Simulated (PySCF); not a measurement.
Dipole response of Sc (scandium, neutral)

[Ar] 3d1 4s2, 2D determinant. Calculation: PySCF 2.14, in aug-cc-pwCVTZ; the non-relativistic Hamiltonian (point nucleus). Coupled (time-dependent) response in atomic units; α is the mean over directions.

```csv
method,mean α (bohr³),"α xx, yy, zz",C₆ (like pair),S(−4)
PW91,126.2,"122.6, 122.6, 133.3",1539,8914
```

S(−4) is the Cauchy moment in α(ω) = α(0) + S(−4) ω² + …

Reference α: 97 ± 10 bohr³ (recommended; Schwerdtfeger and Nagle, table of static dipole polarizabilities (2023 update)). Published C₆: 1383 (Chu and Dalgarno (2004); Tang, Norbeck and Certain (1976)).

α(iu) at PW91:

```csv
u (hartree),α(iu) (bohr³)
0,126.2
0.0500,107.7
0.100,76.46
0.200,37.63
0.300,21.82
0.500,10.60
0.750,6.079
1.00,4.134
1.50,2.378
2.00,1.570
3.00,0.8379
5.00,0.3602
```

The components differ because the open shell of this determinant is not spherical; for a pure term their mean is the scalar polarisability.

⟨L²⟩ = 7.34 against 6 for a pure D term, so this real determinant mixes terms. ⟨S²⟩ = 1.13 against 0.75 shows spin contamination.
